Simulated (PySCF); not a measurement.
Dipole response of S⁺ (sulfur, charge +1)

[Ne] 3s2 3p3, high-spin 4S determinant. Computed with PySCF 2.14 in aug-cc-pCVQZ-DK (10s9p7d5f3g, 134 functions), with scalar relativity by spin-free X2C-1e. Coupled (time-dependent) response in atomic units; α is the mean over directions.

```json
{"method": "PBEsol", "mean α (bohr³)": "11.02", "C₆ (like pair)": "54.42", "S(−4)": "34.15"}
```

S(−4) is the Cauchy moment in α(ω) = α(0) + S(−4) ω² + …

α(iu) at PBEsol:

```json
{"u (hartree)": "0", "α(iu) (bohr³)": "11.02"}
{"u (hartree)": "0.0500", "α(iu) (bohr³)": "10.94"}
{"u (hartree)": "0.100", "α(iu) (bohr³)": "10.69"}
{"u (hartree)": "0.200", "α(iu) (bohr³)": "9.827"}
{"u (hartree)": "0.300", "α(iu) (bohr³)": "8.681"}
{"u (hartree)": "0.500", "α(iu) (bohr³)": "6.387"}
{"u (hartree)": "0.750", "α(iu) (bohr³)": "4.281"}
{"u (hartree)": "1.00", "α(iu) (bohr³)": "2.969"}
{"u (hartree)": "1.50", "α(iu) (bohr³)": "1.628"}
{"u (hartree)": "2.00", "α(iu) (bohr³)": "1.027"}
{"u (hartree)": "3.00", "α(iu) (bohr³)": "0.5308"}
{"u (hartree)": "5.00", "α(iu) (bohr³)": "0.2361"}
```

A single London oscillator, α(iu) = α/(1 + u²/ω²), gives C₆ = (3/4) ω α². Matching the computed C₆ needs ω = 4 × 54.42 / (3 × 11.02²) = 0.597 hartree.

For an ion, C₆ is the dispersion term alone; charge-induced terms of lower order in 1/R come first.
